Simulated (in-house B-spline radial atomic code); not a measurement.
The numbers below are computed, except where a source is named.
# B ion on Hf atom: potential, deflection and energy transfer

The pair potential comes from two frozen, spherical free-atom densities (PBE, B-spline radial code, scalar-relativistic past argon): electrostatics plus the change in Thomas-Fermi kinetic and Dirac exchange energy where they overlap, the recipe behind the universal ZBL potential, which averages such potentials (from solid-state densities) over many pairs. It is written V = (Z1 Z2 e²/r) φ(r/a), with e² = 14.3996 eV·Å and a = 0.46850 Å/(Z1^0.23 + Z2^0.23); ZBL's fit is φ = 0.18175 e^(−3.1998x) + 0.50986 e^(−0.94229x) + 0.28022 e^(−0.4029x) + 0.02817 e^(−0.20162x). Where φ falls below 4e-4 it is continued as an exponential.

Masses 10.81 and 178.49 u.

```json
{"x = r/a": "0.1", "φ, this pair": "0.8735", "φ, ZBL": "0.8928"}
{"x = r/a": "0.25", "φ, this pair": "0.7415", "φ, ZBL": "0.7647"}
{"x = r/a": "0.5", "φ, this pair": "0.5895", "φ, ZBL": "0.6096"}
{"x = r/a": "1", "φ, this pair": "0.3992", "φ, ZBL": "0.4164"}
{"x = r/a": "1.5", "φ, this pair": "0.2867", "φ, ZBL": "0.2995"}
{"x = r/a": "2", "φ, this pair": "0.2101", "φ, ZBL": "0.2218"}
{"x = r/a": "3", "φ, this pair": "0.1218", "φ, ZBL": "0.1292"}
{"x = r/a": "4", "φ, this pair": "0.07531", "φ, ZBL": "0.08026"}
{"x = r/a": "5", "φ, this pair": "0.04919", "φ, ZBL": "0.05224"}
{"x = r/a": "6.5", "φ, this pair": "0.02846", "φ, ZBL": "0.02914"}
{"x = r/a": "8", "φ, this pair": "0.01759", "φ, ZBL": "0.01705"}
{"x = r/a": "10", "φ, this pair": "0.009823", "φ, ZBL": "0.008778"}
{"x = r/a": "12", "φ, this pair": "0.005618", "φ, ZBL": "0.00474"}
{"x = r/a": "14.5", "φ, this pair": "0.002725", "φ, ZBL": "0.002328"}
{"x = r/a": "17", "φ, this pair": "0.001252", "φ, ZBL": "0.001212"}
```

Question: At x = 0.5 the electrostatic, kinetic and exchange parts are 46663.72, 7322.83 and -213.77 eV. Find r, V and φ.

Answer: a = 0.46850/(1.4480 + 2.6742) = 0.11365 Å, so r = 0.05683 Å. V = 46663.72 + 7322.83 + (-213.77) = 53772.78 eV. The bare repulsion is 5 × 72 × 14.3996/0.05683 = 91221 eV, so φ = 0.5895, -3.3 % against ZBL's 0.6096. The kinetic (Pauli) term is 14 % of V here.

Question: The ion comes in at 4.837 keV with impact parameter 0.2273 Å. The scattering integral gives a centre-of-mass angle of 55.58° and a closest approach of 2.79 a. What are the reduced energy, the energy passed on and the laboratory angles?

Answer: ε = E a M2/(Z1 Z2 e² (M1 + M2)) = 4837 × 2.0673e-05 = 0.1. The most that one collision can pass on is γE with γ = 4 M1 M2/(M1 + M2)² = 0.2154. Here T = γE sin²(θ/2) = 0.2154 × 4837 × 0.2173 = 226.4 eV. The ion turns by arctan(sin θ/(cos θ + M1/M2)) = 52.8°, and the struck atom leaves at (180° − θ)/2 = 62.2°. The closest approach is 0.317 Å. With ZBL the angle would be 57.39° and T = 240.2 eV.
